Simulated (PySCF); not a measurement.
A structure optimised at B3LYP-D3(BJ)/def2-TZVP, used in a PySCF frequency run:

```xyz
8

C      0.1669    -0.8676     0.0000
C     -0.0305     0.3621     0.7662
C     -0.0305     0.3621    -0.7662
H     -0.3493    -1.8144     0.0000
H     -0.9665     0.5126     1.2958
H      0.8236     0.8247     1.2507
H      0.8236     0.8247    -1.2507
H     -0.9665     0.5126    -1.2958
```
Charge 0, spin multiplicity 2.

Q: Write its SMILES, formula and point group.

A: [CH]1CC1, C3H5, Cs

Q: What are its rotational constants (standard atomic weights)?

A: 23.935, 20.805, 13.263 GHz
